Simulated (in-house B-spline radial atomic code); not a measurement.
Radial electron density of Ru⁺, [Kr] 4d7. Method: scalar-relativistic (X2C) CAM-B3LYP, spin-polarised, spherical fractional occupations, exact exchange averaged over the configuration, Fermi nucleus of rms radius 4.4809 fm. Calculated with an all-electron radial atomic-structure program (B-spline basis).

One-electron X2C: radii and densities carry no picture-change correction, so inner-shell <1/r> comes out high (for 1s by about 2 % at Z = 33, 5 % at 54, 10 % at 75, 30 % at 118) and <r> low.

Columns: r (bohr), 4πr²n(r) (electrons per bohr), bar.

```
 0.00102    1.419 #
 0.00124    1.959 #
 0.00152    2.732 ##
 0.00186     3.78 ##
 0.00228    5.214 ###
 0.00278    7.081 ####
 0.00341    9.618 ######
 0.00417    12.86 ########
 0.00509    16.92 ###########
 0.00623    21.96 ##############
 0.00762    27.91 ##################
 0.00932    34.57 ######################
  0.0114    41.52 ##########################
  0.0139    47.95 ##############################
  0.0171    53.24 ##################################
  0.0209    55.97 ###################################
  0.0255    55.77 ###################################
  0.0312    52.94 #################################
  0.0382    49.17 ###############################
  0.0467     47.3 ##############################
  0.0571    49.92 ###############################
  0.0698    57.29 ####################################
  0.0854    65.97 ##########################################
   0.104     69.8 ############################################
   0.128    64.65 #########################################
   0.156    53.73 ##################################
   0.191    45.42 #############################
   0.234     46.6 #############################
   0.286    52.97 #################################
    0.35    53.08 #################################
   0.428    41.51 ##########################
   0.523    25.41 ################
    0.64     15.2 ##########
   0.783    13.41 ########
   0.958    14.26 #########
    1.17    12.71 ########
    1.43    8.917 ######
    1.75    5.148 ###
    2.14    2.613 ##
    2.62    1.188 #
    3.21   0.4689 
    3.92   0.1532 
     4.8  0.03671 
    5.87 0.006012
```

On this grid the curve has 4 maxima, near 0.0209, 0.104, 0.35, 0.958 bohr.

The 4d down radial function P(r) = rR(r), positive near the nucleus:

```tsv
r (bohr)	P
0.0114	0.0008655
0.0171	0.002609
0.0255	0.007498
0.0382	0.02073
0.0571	0.05282
0.0854	0.1206
0.128	0.2347
0.191	0.358
0.286	0.3718
0.428	0.128
0.64	-0.3429
0.958	-0.7415
1.43	-0.7832
2.14	-0.5517
3.21	-0.2724
4.8	-0.08433
```
